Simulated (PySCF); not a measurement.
An equivalent PySCF input for Gd³⁺ (gadolinium, charge +3), [Xe] 4f7, high-spin 8S determinant, with the spin-free X2C one-electron Hamiltonian (Gaussian nucleus):

```python
from pyscf import gto, scf, dft, mp, cc
import basis_set_exchange as bse
mol = gto.M(atom="Gd 0 0 0", charge=3, spin=7, symmetry="D2h",
            basis=gto.basis.parse(bse.get_basis("cc-pVDZ-X2C", elements=["Gd"], fmt="nwchem")),
            nucmod="G")
mf = dft.UKS(mol, xc="PW91,PW91").sfx2c1e()
mf.irrep_nelec = {'Ag': (9, 9), 'B1g': (2, 2), 'B2g': (2, 2), 'B3g': (2, 2), 'Au': (1, 0), 'B1u': (6, 4), 'B2u': (6, 4), 'B3u': (6, 4)}
mf.kernel()
```

It reaches the same state as the run whose output follows, with an energy that differs only through the grid. The run itself started from symmetry-adapted Hartree-Fock orbitals and held the occupation by maximum overlap, on a logarithmic radial grid, so the iterations belong to that start.

```
SCF conv_tol = 1e-09
number electrons alpha = 34  beta = 27
XC functionals = PW91,PW91
    J. P. Perdew. In P. Ziesche and H. Eschrig, editors, Proceedings of the 75. WE-Heraeus-Seminar and 21st Annual International Symposium on Electronic Structure of Solids, 11. Berlin, 1991. Akademie Verlag.
    J. P. Perdew, J. A. Chevary, S. H. Vosko, K. A. Jackson, M. R. Pederson, D. J. Singh, and C. Fiolhais.,  Phys. Rev. B 46, 6671 (1992)
    J. P. Perdew, J. A. Chevary, S. H. Vosko, K. A. Jackson, M. R. Pederson, D. J. Singh, and C. Fiolhais.,  Phys. Rev. B 48, 4978 (1993)
    J. P. Perdew. In P. Ziesche and H. Eschrig, editors, Proceedings of the 75. WE-Heraeus-Seminar and 21st Annual International Symposium on Electronic Structure of Solids, 11. Berlin, 1991. Akademie Verlag.
    J. P. Perdew, J. A. Chevary, S. H. Vosko, K. A. Jackson, M. R. Pederson, D. J. Singh, and C. Fiolhais.,  Phys. Rev. B 46, 6671 (1992)
    J. P. Perdew, J. A. Chevary, S. H. Vosko, K. A. Jackson, M. R. Pederson, D. J. Singh, and C. Fiolhais.,  Phys. Rev. B 48, 4978 (1993)
cycle= 1 E= -11270.3733086272  delta_E= -0.0115  |g|= 0.219  |ddm|= 0.35
cycle= 2 E= -11270.3675786351  delta_E= 0.00573  |g|= 0.291  |ddm|= 0.315
cycle= 3 E= -11270.3795580648  delta_E= -0.012  |g|= 0.00741  |ddm|= 0.199
cycle= 4 E= -11270.3795677258  delta_E= -9.66e-06  |g|= 0.000178  |ddm|= 0.00716
cycle= 5 E= -11270.3795677298  delta_E= -4e-09  |g|= 5.94e-06  |ddm|= 0.000145
cycle= 6 E= -11270.3795677298  delta_E= -7.28e-12  |g|= 1.21e-07  |ddm|= 4.6e-06
converged SCF energy = -11270.3795677298  <S^2> = 15.753663  2S+1 = 8.0009156
```

Spin-orbit coupling, which splits the p, d and f shells strongly at this Z, is absent.
